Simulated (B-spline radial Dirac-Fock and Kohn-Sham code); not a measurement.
# Binding energies of Pr³³⁺ at several levels of theory

System: the Pr³³⁺ ion, configuration [Ar] 3d8.

The density-functional columns are spherical, spin-unpolarised Dirac-Kohn-Sham results without Breit or QED terms: −ε is minus the orbital energy of the initial state and ΔSCF the difference of two total energies. The reference in the last column comes from Dirac-Fock energy differences between relaxed states, corrected for Breit and QED terms. All numbers are from an atomic code on a B-spline grid, in eV; a selection of levels is shown. The Kohn-Sham columns are given as differences from the reference. For the 1s level of heavy atoms much of the gap between ΔSCF and the reference is the Breit and QED part, -165.2 eV here; for other levels the error of the functional can be larger.

```
level  LDA −ε − DF  LDA ΔSCF − DF  Dirac-Fock
   1s       -286.0         +154.7     43413.7
   2s       -150.9          -51.1      8221.2
2p1/2       -116.7           +3.3      7831.1
2p3/2       -121.6           -9.9      7350.9
   3s        -74.6          -31.8      2759.0
3p1/2        -58.9          -14.3      2595.7
3p3/2        -58.6          -15.7      2491.3
   3d        -46.7           +1.2      2216.4
```

Values without a named source are computed, but for edge energies of neutral atoms, which are taken from tables.
